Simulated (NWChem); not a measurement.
System: C5H6; SMILES CC#CC=C

NWChem input:

```
start job
memory heap 200 mb stack 900 mb global 1100 mb
geometry units angstroms noautoz
  C     -2.304710     0.445865     0.753428
  C     -1.464389    -0.448049     0.210765
  C     -0.085991    -0.215748    -0.059136
  C      1.094216    -0.049518    -0.300398
  C      2.503648     0.157796    -0.583067
  H     -1.970119     1.448536     1.031538
  H     -3.351846     0.190787     0.931965
  H     -1.844236    -1.442920    -0.054027
  H      3.129050    -0.152234     0.269597
  H      2.718000     1.219025    -0.785490
  H      2.824197    -0.424972    -1.461000
end
basis spherical
  C library def2-svp
  H library def2-svp
end
dft
  xc xcamb88 1.00 lyp 0.81 vwn_5 0.19 hfexch 1.00
  cam 0.33 cam_alpha 0.19 cam_beta 0.46
  iterations 150
  mulliken
end
task dft energy
```

Excerpt of the output:

```
             Northwest Computational Chemistry Package (NWChem) 7.3.0
             --------------------------------------------------------

 C1  symmetry detected

                             Geometry "geometry" -> ""
                             -------------------------

 Output coordinates in angstroms (scale by  1.889725989 to convert to a.u.)

  No.       Tag          Charge          X              Y              Z
 ---- ---------------- ---------- -------------- -------------- --------------
    1 C                    6.0000     0.46518113     2.41863622     0.00021827
    2 C                    6.0000    -0.48229348     1.46890119     0.00025027
    3 C                    6.0000    -0.23488400     0.06691099    -0.00158328
    4 C                    6.0000    -0.05712814    -1.13605667    -0.00150923
    5 C                    6.0000     0.16520860    -2.57130622     0.00061386
    6 H                    1.0000     1.52826346     2.16468559    -0.00301809
    7 H                    1.0000     0.19457360     3.47702813     0.00370861
    8 H                    1.0000    -1.53751762     1.77000583     0.00245553
    9 H                    1.0000     0.20164226    -2.96558088     1.02896314
   10 H                    1.0000     1.11780343    -2.82811425    -0.48902024
   11 H                    1.0000    -0.64126978    -3.10053753    -0.53102831

 Effective nuclear repulsion energy (a.u.)     135.7092889754

                                 NWChem DFT Module
                                 -----------------

 Summary of "ao basis" -> "ao basis" (spherical)
 ------------------------------------------------------------------------------
       Tag                 Description            Shells   Functions and Types
 ---------------- ------------------------------  ------  ---------------------
 C                          def2-svp                 6       14   3s2p1d
 H                          def2-svp                 3        5   2s1p

            General Information
            -------------------
          SCF calculation type: DFT
          Wavefunction type:  closed shell.
          No. of atoms     :    11
          No. of electrons :    36
           Alpha electrons :    18
            Beta electrons :    18
          Charge           :     0
          Spin multiplicity:     1
          Use of symmetry is: off; symmetry adaption is: off
          Maximum number of iterations: 150
          AO basis - number of functions:   100
                     number of shells:    48
          Convergence on energy requested:  1.00D-06
          Convergence on density requested:  1.00D-05
          Convergence on gradient requested:  5.00D-04

              XC Information
              --------------
                     Hartree-Fock (Exact) Exchange  1.000
                   CAM-Becke88 Exchange Functional  1.000
                      VWN V Correlation Functional  0.190 local
              Lee-Yang-Parr Correlation Functional  0.810

           Range-Separation Parameters
           ---------------------------
           Alpha           :  0.19
           Beta            :  0.46
           Gamma           :  0.33
           Short-Range HF  :     F

             Grid Information
             ----------------
          Grid used for XC integration:  medium
          Radial quadrature: Mura-Knowles
          Angular quadrature: Lebedev.
          Tag              B.-S. Rad. Rad. Pts. Rad. Cut. Ang. Pts.
          ---              ---------- --------- --------- ---------
          C                   0.70       49          14.0       434
          H                   0.35       45          14.0       434
          Grid pruning is: on
          Number of quadrature shells:   515
          Spatial weights used:  Erf1

      Superposition of Atomic Density Guess
      -------------------------------------

 Sum of atomic energies:        -191.11972670

      Non-variational initial energy
      ------------------------------

 Total energy =    -194.237355
 1-e energy   =    -522.895265
 2-e energy   =     192.948621
 HOMO         =      -0.278886
 LUMO         =      -0.034560

     ---------------------------------------------
      Total Density - Mulliken Population Analysis
     ---------------------------------------------

    Atom       Charge   Shell Charges
 -----------   ------   -------------------------------------------------------
    1 C    6     6.17   1.99  0.97  0.27  1.96  0.95  0.03
    2 C    6     6.10   1.99  0.96  0.26  1.92  0.94  0.04
    3 C    6     6.17   1.99  0.98  0.38  1.99  0.78  0.04
    4 C    6     6.14   1.99  0.98  0.36  1.91  0.86  0.04
    5 C    6     6.12   1.99  0.94  0.12  2.02  1.02  0.02
    6 H    1     0.90   0.67  0.21  0.03
    7 H    1     0.89   0.67  0.20  0.03
    8 H    1     0.89   0.67  0.20  0.02
    9 H    1     0.87   0.66  0.19  0.02
   10 H    1     0.88   0.66  0.19  0.02
   11 H    1     0.88   0.66  0.19  0.02

   convergence    iter        energy       DeltaE   RMS-Dens  Diis-err
 ---------------- ----- ----------------- --------- --------- ---------
 d= 0,ls=0.0,diis     1   -193.7480340601 -3.29D+02  8.42D-03  3.56D-01
 d= 0,ls=0.0,diis     2   -193.7909361134 -4.29D-02  2.47D-03  3.50D-02
 d= 0,ls=0.0,diis     3   -193.7922525078 -1.32D-03  1.16D-03  2.75D-02
 d= 0,ls=0.0,diis     4   -193.7953516515 -3.10D-03  3.14D-04  2.07D-03
 d= 0,ls=0.0,diis     5   -193.7955979774 -2.46D-04  8.27D-05  9.78D-05
  Resetting Diis
 d= 0,ls=0.0,diis     6   -193.7956101950 -1.22D-05  2.56D-05  8.20D-06
 d= 0,ls=0.0,diis     7   -193.7956112363 -1.04D-06  1.59D-05  1.15D-06
 d= 0,ls=0.0,diis     8   -193.7956112016  3.47D-08  8.04D-06  1.53D-06

         Total DFT energy =     -193.795611201640
      One electron energy =     -527.638692668783
           Coulomb energy =      227.225921741565
    Exchange-Corr. energy =      -29.092129249870
 Nuclear repulsion energy =      135.709288975448

 Numeric. integr. density =       35.999996544637

                       DFT Final Molecular Orbital Analysis
                       ------------------------------------

 Vector   16  Occ=2.000000D+00  E=-3.912058D-01
              MO Center= -1.5D-01,  7.5D-01,  1.7D-02, r^2= 3.0D+00
   Bfn.  Coefficient  Atom+Function         Bfn.  Coefficient  Atom+Function
  ----- ------------  ---------------      ----- ------------  ---------------
    20      0.353211   2 C  pz               34      0.312570   3 C  pz
     6      0.251805   1 C  pz               23      0.205732   2 C  pz
    48      0.190727   4 C  pz               37      0.163256   3 C  pz
     9      0.151071   1 C  pz               62     -0.106363   5 C  pz
    86     -0.105157   9 H  s                51      0.098543   4 C  pz

 Vector   17  Occ=2.000000D+00  E=-3.193343D-01
              MO Center= -1.5D-01, -5.8D-01, -3.2D-02, r^2= 2.3D+00
   Bfn.  Coefficient  Atom+Function         Bfn.  Coefficient  Atom+Function
  ----- ------------  ---------------      ----- ------------  ---------------
    32      0.404322   3 C  px               46      0.395869   4 C  px
    49      0.247190   4 C  px               35      0.237602   3 C  px
    91     -0.130755  10 H  s                96      0.126958  11 H  s
    81      0.125890   8 H  s                60     -0.121594   5 C  px
    18     -0.099437   2 C  px               92     -0.083903  10 H  s

 Vector   18  Occ=2.000000D+00  E=-2.887016D-01
              MO Center=  1.7D-02,  4.5D-01,  1.8D-02, r^2= 3.9D+00
   Bfn.  Coefficient  Atom+Function         Bfn.  Coefficient  Atom+Function
  ----- ------------  ---------------      ----- ------------  ---------------
    48     -0.347252   4 C  pz                6      0.326050   1 C  pz
    34     -0.289442   3 C  pz                9      0.241770   1 C  pz
    20      0.228988   2 C  pz               51     -0.227033   4 C  pz
    37     -0.189265   3 C  pz               23      0.168473   2 C  pz
    86      0.119740   9 H  s                62      0.089903   5 C  pz

 Vector   19  Occ=0.000000D+00  E= 2.301098D-02
              MO Center=  4.4D-02,  1.1D+00,  1.7D-02, r^2= 4.2D+00
   Bfn.  Coefficient  Atom+Function         Bfn.  Coefficient  Atom+Function
  ----- ------------  ---------------      ----- ------------  ---------------
     9      0.539277   1 C  pz               23     -0.433600   2 C  pz
     6      0.382673   1 C  pz               51      0.344189   4 C  pz
    20     -0.322536   2 C  pz               48      0.298561   4 C  pz
    87     -0.228106   9 H  s                37     -0.183730   3 C  pz
    34     -0.158881   3 C  pz               97      0.119725  11 H  s

 Vector   20  Occ=0.000000D+00  E= 9.182938D-02
              MO Center= -2.2D-01,  1.2D-01, -6.9D-02, r^2= 6.6D+00
   Bfn.  Coefficient  Atom+Function         Bfn.  Coefficient  Atom+Function
  ----- ------------  ---------------      ----- ------------  ---------------
     3      0.833300   1 C  s                82     -0.758578   8 H  s
    77     -0.671875   7 H  s                92     -0.586796  10 H  s
    17      0.506861   2 C  s                49      0.440649   4 C  px
    97      0.406928  11 H  s                35     -0.404100   3 C  px
    46      0.342038   4 C  px               21     -0.321122   2 C  px

 Vector   21  Occ=0.000000D+00  E= 1.120182D-01
              MO Center=  1.8D-01, -3.1D+00,  4.2D-03, r^2= 4.6D+00
   Bfn.  Coefficient  Atom+Function         Bfn.  Coefficient  Atom+Function
  ----- ------------  ---------------      ----- ------------  ---------------
    59      3.307967   5 C  s                97     -1.307898  11 H  s
    87     -1.252024   9 H  s                92     -1.190320  10 H  s
    45     -0.681094   4 C  s                50      0.550610   4 C  py
    31     -0.436813   3 C  s                17      0.214577   2 C  s
    58      0.195360   5 C  s                57     -0.141895   5 C  s

[...]
```

Level: CAM-B3LYP/def2-SVP. The geometry was optimised at PBE0/def2-SVP.
